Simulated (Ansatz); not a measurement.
Relaxed structures of GaBH2F2, closed shell (PBE0-D4/def2-TZVP; forces vanish, vibrations not checked; lower isomers may exist, and structures with a doubtful reference or unclear bonds are left out; Å). Ansatz 0.2.0; basis: def2-TZVPP; cores frozen in the correlated methods. Filled d shells of the heavier atoms are correlated. The def2 sets are not built for correlating such inner shells, so the correlated values are less sure here.

**Question.** Rank them by CCSD(T) energy, lowest first, and give each one's height above the lowest. Links in brackets join atoms within 1.22 times the sum of their covalent radii (1.1 for two metals). (An estimate is asked for; the value comes from the calculation.)
A.
GaBH₂F₂ ([F][B]([F])[GaH2])
```
6
angstrom
F 1.5262 -1.2835 0.7047
B 0.2845 -0.9895 0.3546
F -0.5887 -1.9776 0.4642
Ga -0.2669 0.9284 -0.3328
H -0.2067 1.2860 -1.8596
H -0.7484 2.0362 0.6689
```
B.
a complex of BHF₂ ([F][BH][F]) + GaH
```
6
angstrom
F 1.6514 -1.6793 0.4995
B 0.4352 -1.4875 0.9792
F -0.5424 -2.2202 0.4755
Ga -0.1562 0.9827 -0.9505
H -0.4309 2.1298 -2.1274
H 0.2579 -0.8108 1.9432
```
C.
a complex of GaBHF ([F][BH][Ga]) + HF
```
6
angstrom
F 0.2398 1.8195 0.1851
B -0.0897 -0.9917 -0.0519
F -0.3688 -2.2644 -0.2820
Ga 1.5226 -0.1238 1.3806
H -0.8368 -0.2527 -0.7350
H -0.2901 1.1976 -0.2763
```
D.
a complex of GaBHF ([F][B][GaH]) + HF
```
6
angstrom
F 2.4436 -1.3057 1.2832
B -0.7342 -1.1255 -0.0903
F -0.7917 -2.2249 0.5229
Ga 0.5489 0.6378 -0.5927
H -0.4434 1.5189 -1.5012
H 2.0756 -0.6255 0.7467
```

**Answer.** By the calculation: A (0.0 kJ/mol), B (45.0 kJ/mol), C (244.8 kJ/mol), D (341.1 kJ/mol). Heights count from the lowest.

No T1 diagnostic of these runs exceeds 0.017. The restricted Hartree–Fock reference is unstable towards an unrestricted one at one or more of these structures.

For scale, one of the runs: CCSD(T)/def2-TZVPP, 169 basis functions, launched by `ansatz run in.yaml --threads 2 --pin off --events-out ev --progress --plain --max-ram 4352MiB`. Hardware: 2 CPU threads of an Arm Neoverse V1, shared host. Wall time 66 s; peak host memory 1.5 GiB.
